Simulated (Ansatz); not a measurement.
`BOCC` + NH₃ → `BOCN` + CH₄ at 298.15 K and 1 bar (substitution at a C–C bond).

Gas-phase electronic energies from Ansatz, PBE0-D4/def2-TZVP geometries. CCSD(T)/CBS is the MP2 limit (def2-TZVPP, def2-QZVPP) plus CCSD(T) − MP2 in def2-TZVPP, frozen cores. This one scheme is used for every species. Each species was taken in one conformer, which may not be the lowest.

```json
{"species": "`BOCC`", "CCSD(T)/CBS energy (Eh)": "-180.31191", "H − E (kJ/mol)": "259.0", "S (J/(mol·K))": "300.0"}
{"species": "NH₃", "CCSD(T)/CBS energy (Eh)": "-56.50880", "H − E (kJ/mol)": "100.5", "S (J/(mol·K))": "192.4"}
{"species": "`BOCN`", "CCSD(T)/CBS energy (Eh)": "-196.35562", "H − E (kJ/mol)": "231.4", "S (J/(mol·K))": "295.5"}
{"species": "CH₄", "CCSD(T)/CBS energy (Eh)": "-40.46206", "H − E (kJ/mol)": "127.4", "S (J/(mol·K))": "186.2"}
```

H − E and S are ideal-gas, rigid-rotor, harmonic terms from PBE0-D4/def2-TZVP, for one conformer and one mirror image of each species. 1 Eh = 2625.50 kJ/mol, R = 8.31446 J/(mol·K).

Q: By hand: ΔE, ΔH, ΔS and ΔG.

A: ΔE = (-196.35562) + (-40.46206) − (-180.31191) − (-56.50880) = 0.00303 Eh = 8.0 kJ/mol. Δ(H − E) = 231.4 + 127.4 − 259.0 − 100.5 = -0.7, so ΔH = 7.3 kJ/mol. ΔS = 295.5 + 186.2 − 300.0 − 192.4 = -10.7 J/(mol·K). ΔG = 7.3 − 298.15 × (-10.7)/1000 = 10.5 kJ/mol.

Q: By hand: the equilibrium constant, and the temperature at which ΔG would vanish if ΔH and ΔS stayed fixed.

A: log₁₀ K = −ΔG/(RT ln 10) = -1.8. ΔH and −TΔS have one sign here, so there is no such temperature.

TΔS isn't small against ΔH here. A doubt of 5 kJ/mol in ΔE shifts log₁₀ K by 0.9 here. Other conformers and mirror images would add mixing entropy, several J/(mol·K) or more a flexible species. These are equilibria of isolated gas molecules and say nothing of rates. Largest T1 diagnostic: 0.013 (customary marks: 0.02 for closed shells, 0.045 for open ones).

ΔS is within the doubt of such terms, so its sign, and with it that verdict, could turn.
